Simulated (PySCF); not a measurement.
## Spin-rotation constants: `InChI=1S/C3H7BO2S/c1-4-6-2-5-3-7-4/h2-3H2,1H3`

Geometry:
```json
{"atom": "C1", "x (Å)": "-2.428", "y (Å)": "-0.174", "z (Å)": "0.333"}
{"atom": "B2", "x (Å)": "-0.856", "y (Å)": "-0.127", "z (Å)": "0.157"}
{"atom": "O3", "x (Å)": "-0.298", "y (Å)": "0.982", "z (Å)": "-0.348"}
{"atom": "C4", "x (Å)": "1.070", "y (Å)": "1.197", "z (Å)": "-0.535"}
{"atom": "O5", "x (Å)": "1.881", "y (Å)": "0.489", "z (Å)": "0.344"}
{"atom": "C6", "x (Å)": "1.806", "y (Å)": "-0.890", "z (Å)": "0.182"}
{"atom": "S7", "x (Å)": "0.148", "y (Å)": "-1.574", "z (Å)": "0.619"}
{"atom": "H8", "x (Å)": "-2.703", "y (Å)": "-0.412", "z (Å)": "1.358"}
{"atom": "H9", "x (Å)": "-2.887", "y (Å)": "0.774", "z (Å)": "0.069"}
{"atom": "H10", "x (Å)": "-2.869", "y (Å)": "-0.948", "z (Å)": "-0.291"}
{"atom": "H11", "x (Å)": "1.318", "y (Å)": "0.950", "z (Å)": "-1.584"}
{"atom": "H12", "x (Å)": "1.268", "y (Å)": "2.258", "z (Å)": "-0.345"}
{"atom": "H13", "x (Å)": "2.523", "y (Å)": "-1.334", "z (Å)": "0.871"}
{"atom": "H14", "x (Å)": "2.025", "y (Å)": "-1.191", "z (Å)": "-0.851"}
```

Computed, not measured: GIAO HF/pcSseg-1 magnetisability, rotational g tensor and spin-rotation constants, non-relativistic, gas phase in PySCF 2.14.0. Geometry: GFN2-xTB.

(1) Give the nuclear spin-rotation constants along the inertial axes (H = +C I·J) beside the isotropic shieldings.

(2) How do the rotational constants and the g tensor change when H8, H9, H10, H11, H12, H13, H14 are replaced by deuterium?

Results:

(1) Rotational constants 3.3110, 2.1566, 1.3701 GHz. A star marks the isotopologue with that one atom substituted, in its own axes.
| atom | isotope | Caa (kHz) | Cbb (kHz) | Ccc (kHz) | mean (kHz) | σ (ppm) |
| --- | --- | --- | --- | --- | --- | --- |
| B2 | 11B | 0.984 | 0.722 | 0.212 | 0.639 | 67.8 |
| H8 | 1H | -0.280 | -0.205 | -0.048 | -0.177 | 31.5 |
| H9 | 1H | -0.314 | 0.003 | -0.165 | -0.159 | 31.6 |
| H10 | 1H | -0.236 | -0.219 | -0.058 | -0.171 | 31.5 |
| H11 | 1H | -0.344 | -0.193 | 0.065 | -0.157 | 27.3 |
| H12 | 1H | -0.297 | 0.028 | -0.083 | -0.117 | 26.9 |
| H13 | 1H | -0.175 | -0.069 | -0.088 | -0.111 | 27.4 |
| H14 | 1H | -0.352 | -0.199 | 0.064 | -0.163 | 27.6 |
| C1 | 13C* | 0.361 | 0.253 | 0.159 | 0.258 | 186.4 |
| O3 | 17O* | -0.940 | -0.419 | -0.051 | -0.470 | 186.1 |
| C4 | 13C* | 0.759 | 0.493 | 0.307 | 0.520 | 109.2 |
| O5 | 17O* | -0.176 | -0.335 | -0.087 | -0.199 | 284.8 |
| C6 | 13C* | 0.744 | 0.345 | 0.273 | 0.454 | 131.5 |
| S7 | 33S* | 0.604 | 0.612 | 0.266 | 0.494 | 578.0 |

For the geometry as given, no vibrational averaging.

(2) Constants 2.9638, 1.8186, 1.2017 GHz; g -0.0170, -0.0157, -0.0100, against -0.0189, -0.0186, -0.0114 before.
